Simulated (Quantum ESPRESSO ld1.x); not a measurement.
Q: Cr4+, 20 electrons, occupied as [Ne] 3s1 3p6 3d2 4s1 (not the ground configuration). Method: non-relativistic Kohn-Sham, LDA (Slater exchange, VWN5 correlation), spin-polarised, spherical densities, point nucleus; open shells are filled with parallel spins first; computed with ld1.x of Quantum ESPRESSO 7.5. Some entries of the table are withheld. Estimate them.

orbital,occ.,eigenvalue (eV),<r^2> (bohr^2)
1s up,1,-5896.30,0.005546
1s down,1,-5895.55,0.005546
2s up,1,-733.389,0.1040
2s down,1,-731.396,0.1037
2p up,3,-635.615,0.08401
2p down,3,-633.941,0.08367
3s up,1,-142.395,0.8668
3s down,0,-137.771,0.8755
3p up,3,-114.342,0.9399
3p down,3,-109.833,0.9527
3d up,2,-69.1677,1.112
3d down,0,-64.8276,1.147
4s up,1,-45.0065,5.124
4s down,0,-42.4612,5.339
4p up,0,(1),6.118
4p down,0,(2),6.479
4d up,0,-26.1197,8.828
4d down,0,-24.3422,9.743
5s up,0,-20.8772,(3)
5s down,0,-20.1618,(4)
4f up,0,(5),12.14
4f down,0,(6),14.14

A: 
(1) 4p up eigenvalue (eV): -37.4314
(2) 4p down eigenvalue (eV): -35.1185
(3) 5s up <r^2> (bohr^2): 18.75
(4) 5s down <r^2> (bohr^2): 19.86
(5) 4f up eigenvalue (eV): -17.8246
(6) 4f down eigenvalue (eV): -16.5769
